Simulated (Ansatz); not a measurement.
Species: CH4ClNOSi, SMILES `NC(=O)[SiH2]Cl` (H–N–C–Si torsion 0°, O–C–Si–Cl torsion -180°) (charge 0, multiplicity 1), formula CH$_{4}$ClNOSi.

**Question.** How many basis functions does frozen-core CCSD(T)/def2-TZVPP // PBE0-D4/def2-TZVP (Ansatz, an electronic-structure program) use, how many core orbitals are frozen, and how many electrons are correlated?

**Answer.** 233 basis functions and 13 frozen orbitals, which leaves 30 correlated electrons. Core time is of the order of minutes.
